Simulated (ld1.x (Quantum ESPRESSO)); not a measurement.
# PBEsol RRKJ dataset for Mg (Z = 12), scalar-relativistic all-electron reference.

Mg, norm-conserving RRKJ (Kleinman–Bylander form), made with ld1.x (Quantum ESPRESSO) 7.5 (PBEsol, scalar-relativistic). Core [Ne], reference 3s2 3p0. Waves: 3s (bound): rc 2.60 bohr; 3p (bound, empty): rc 3.55 bohr; 3d channel at 0.05 Ry: rc 3.10 bohr. Local part: all-electron potential smoothed inside 2.85 bohr (lloc = -1). Core correction: none. rho0 = 0.005.

All-electron outer shells of the reference configuration (PBEsol, scalar-relativistic, ld1.x):

```csv
shell,level (eV),outermost node (bohr),outermost maximum (bohr)
2s,-79.59,0.18,0.55
2p,-46.55,–,0.48
3s,-4.68,0.90,2.56
3p,-1.30,0.96,3.50
```

**Question.** Does the generator finish with these settings?

**Answer.** Yes, a potential is produced and its reference levels are reproduced.

**Question.** Estimate the cutoffs (Ry, on a coarse ladder) from which the occupation-weighted sum of valence levels, in a spherical-Bessel basis at the reference potential, stays within 10 and 1 mRy of its value at 400 Ry.

**Answer.** 6 Ry and 18 Ry.

**Question.** Does the potential have ghost states?

**Answer.** No extra level below or beside the all-electron valence levels (s, p, d, f tested).

**Question.** Tests: 3s1 3p0; 3s1.5 3p0; 3s1 3p1; 3s0 3p2; 3s0 3p1. Which has the largest error in its energy relative to the reference configuration, and how large is it?

**Answer.** 3s0 3p1, with +60 meV (all-electron minus pseudo) on +12.23 eV.
